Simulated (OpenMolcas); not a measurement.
Mo2+ (d4) among equal point charges was computed by CASSCF with the d shell active (OpenMolcas, ANO-RCC-VDZP on the metal). Its lowest spin-free states, and all those of the highest spin:

| 2S+1 | Degeneracy | E (cm-1) |
| --- | --- | --- |
| 5 | 2 | 0.0 |
| 3 | 3 | 2742 |
| 1 | 3 | 10379 |
| 1 | 2 | 11390 |
| 5 | 3 | 14163 |
| 3 | 2 | 14829 |
| 3 | 3 | 14925 |
| 3 | 3 | 15619 |
| 1 | 1 | 17090 |
| 3 | 1 | 17197 |
| 3 | 1 | 17619 |
| 3 | 2 | 20490 |

Task: Is the site octahedral, tetrahedral or cube-like, axial, or of lower symmetry?

Result: The states with 2S+1 = 5 have orbital degeneracies 2, 3. Threefold states need a cubic site. For d4 at this spin an octahedron puts the twofold E below the threefold T2 and a tetrahedron or cube puts the threefold T2 below the twofold E, so the site is octahedral. The first gap at this spin, 14200 cm-1, is |10Dq| in ligand-field theory. The run had Mo2+ among 6 point charges of -1.7 e arranged as an octahedron (Oh), 2.07 Å from the ion. The active orbitals were held to one l.

An orbital doublet at a regular site is open to a Jahn-Teller distortion, which this geometry leaves out. Without dynamic correlation the repulsion within the d shell is too large (B by tens of per cent), so at a given field states of lower spin stand too high. This shell can be high or low spin here, a state of another spin lies low, and with metal d orbitals alone active their balance is uncertain, so the ground spin may be wrong. Point charges give a weaker field than real ligands, and real ions of this kind are as a rule low spin; the high spin found here belongs to the model. Point charges carry no covalency, so the field is a model and not that of real ligands. No measured value stands beside these numbers.
